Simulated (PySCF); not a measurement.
Species: C₂H₂O₄Si.
Structure used (GFN2-xTB), in Å, numbered top down from 1:
```xyz
9
C2H2O4Si angstrom
O      2.0430   -1.3243   -0.3928
C      1.0521   -0.6949   -0.2086
O     -0.1891   -1.1596   -0.3935
Si    -1.3720   -0.0494   -0.0528
O     -0.3006    1.1422    0.3719
C      0.9813    0.7703    0.2770
O      1.9081    1.4697    0.5303
H     -2.0238    0.3306   -1.2875
H     -2.0853   -0.4786    1.1308
```

NICS is the negative of the GIAO shielding at a point without a nucleus: at the ring centre (0) and 1 Å above and below it (1); zz is the component along the ring normal. Level: GIAO PBE0/pcSseg-1 (PySCF, non-relativistic, gas phase) on the GFN2-xTB geometry, one conformer.

Ring bond lengths (Å), with Mayer bond orders in brackets: C2–O3 1.338 (1.01), O3–Si4 1.658 (0.90), Si4–O5 1.658 (0.90), O5–C6 1.338 (1.01), C6–C2 1.545 (0.91).

Q: Give the NICS values of each ring in ppm.

A: 
```csv
ring,type,NICS(0),"NICS(1), two faces","NICS(1)zz, two faces",rms pucker (Å),"centre to ring atoms, mean (Å)"
C2–O3–Si4–O5–C6,5-membered ring with 2 O and Si; formal bonds all single,-1.4,-1.8 / -1.8,-1.9 / -1.9,0.00,1.28
```

Q: What can be read from them?

A: 
- C2–O3–Si4–O5–C6: mean NICS(1)zz -1.9 ppm, near zero. Si4 has four or more neighbours, so the value isn't read as a sign of a π ring current.

Q: At the first NICS(1) probe listed for ring C2–O3–Si4–O5–C6, 1 Å off the ring, how large is the induced field along the normal in 9.4 T applied along it?

A: NICSzz × B0 = -1.9 ppm × 9.4 T = -18 μT, against the applied field.

Cost: about 30 s of CPU time on one thread; the machine was shared, so the figure is rough. This is the whole shielding run at PBE0/pcSseg-1, SCF included.
